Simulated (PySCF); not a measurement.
## Exact mass, isotope pattern and composition

Species: `BOBOC`.

Calculated for natural abundance.

(1) Find the molar and monoisotopic masses of CH6B2O2.

(2) Work out the cluster of the molecular ion M+•, one line a nominal mass.

(3) What resolving power m/Δm just matches the spacing of the species with one 13C and with one 17O?

(4) Protons, neutrons, electrons, and exact less nominal mass of the monoisotopic species?

(5) Which m/z would the protonated, sodiated and deprotonated molecule have?

(6) List the species in which a single atom is changed from its most abundant isotope.

## Answers

(1) For CH6B2O2, with standard atomic weights, 2 × 10.810 + 2 × 15.999 + 1 × 12.011 + 6 × 1.008 = 71.677 g/mol. From the most abundant isotopes (11B, 16O, 12C, 1H), 2 × 11.009305 + 2 × 15.994915 + 1 × 12.000000 + 6 × 1.007825 = 72.0554 u.

(2) 
```
nominal mass  m/z (centroid)  relative intensity
          70         70.0621                 6.1
          71         71.0585                49.4
          72         72.0549               100.0
          73         73.0590                 1.4
          74         74.0591                 0.4
```

Lines under 0.1 % of the tallest are left out. One electron mass, 0.00055 u, is taken off. Abundances used (%; other tables differ somewhat): 10B 19.9, 11B 80.1; 16O 99.757, 17O 0.038, 18O 0.205; 12C 98.93, 13C 1.07; 1H 99.9885, 2H 0.0115.

(3) They lie 0.00086 u apart at mass 73.06, so m/Δm is about 85000.

(4) 38 protons, 34 neutrons and 38 electrons; 72.0554 − 72 = +0.0554 u.

(5) [M+H]+ 73.0627, [M+Na]+ 95.0446, [M−H]− 71.0481, for the monoisotopic species (arithmetic only; whether such ions form is another matter).

(6) Intensity in % of the monoisotopic species:

```
isotope  mass shift (u)      m/z  intensity (%)
    10B        -0.99637  71.0585          49.69
    13C        +1.00335  73.0582           1.08
    17O        +1.00422  73.0591           0.08
     2H        +1.00628  73.0611           0.07
    18O        +2.00425  74.0591           0.41
```

Species under 0.02 % are left out.
